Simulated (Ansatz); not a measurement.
Born–Oppenheimer molecular dynamics of AlH$_{9}$O$_{2}$W (13 atoms, charge 0, multiplicity 1). It starts at the highest image of a converged band. Of that band: The profile has 3 maxima (images 1, 3, 5) with wells between them (images 2, 4): this band takes more than one step, which may be the mechanism or a detour left from its start path. A vibrational analysis at the climbing image gives one clearly imaginary mode, 1220i cm⁻¹: a first-order saddle point.

Level of theory: Ansatz 0.2.0, RKS PBE-D4/def2-SVP.

| Quantity | Value |
| --- | --- |
| ensemble | NVE (velocity Verlet) |
| time step | 0.5 fs |
| steps asked | 200 |
| starting velocities drawn for | 300 K |
| seed | 6843 |

First frame:

```xyz
13
Properties=species:S:1:pos:R:3
W 0.234 0.129 0.482
H -0.905 1.012 1.608
H 2.146 -0.217 0.118
H -0.996 0.975 -0.315
H -1.384 -0.389 0.682
O 0.210 -1.679 -0.135
H 1.120 -2.014 -0.286
H 0.582 0.953 -0.957
O 1.240 1.054 1.929
Al 2.979 0.615 1.411
H 3.593 -0.507 2.373
H 3.778 1.859 0.814
H 0.026 1.258 2.014
```

(1) How far do the bonds stretch over the last three quarters of this one trajectory? (Pairs bonded in most of those frames.)

Results:

(1) 
```tsv
bond	mean (Å)	spread (Å)	shortest	longest
W1–H3	2.017	0.115	1.87	2.23
W1–H4	1.709	0.034	1.65	1.76
W1–H5	1.739	0.050	1.65	1.82
W1–O6	1.892	0.019	1.85	1.92
W1–H8	1.697	0.042	1.63	1.76
W1–O9	1.803	0.059	1.70	1.90
W1–Al10	2.853	0.102	2.70	2.99
H2–H13	0.776	0.019	0.75	0.82
H3–Al10	1.759	0.114	1.59	2.00
O6–H7	0.983	0.046	0.92	1.05
O9–Al10	1.946	0.093	1.81	2.08
Al10–H11	1.605	0.010	1.59	1.62
Al10–H12	1.593	0.020	1.56	1.62
```

Pairs bonded in part of these frames only: W1–H2 6 %, W1–H7 5 %, H3–Al10 83 %.

Mean temperature of the second half: 800 K. The conserved energy stayed within 0.31 meV per atom of its start (net change 0.088 meV per atom), so the integration is sound. The kinetic energy rose, since the run started high on the potential surface and went downhill. It ends in pieces (AlH7O2W + H2), so much of that is their flight and rotation, not heat. A run of 0.1 ps of so small a system gives no equilibrium averages. The orbitals stay closed-shell, which can raise the energy where a bond breaks towards radicals; this wasn't checked here.

Run time: 5.7 min on 4 threads of Arm Neoverse V1 (shared host), peak memory 0.17 GiB.
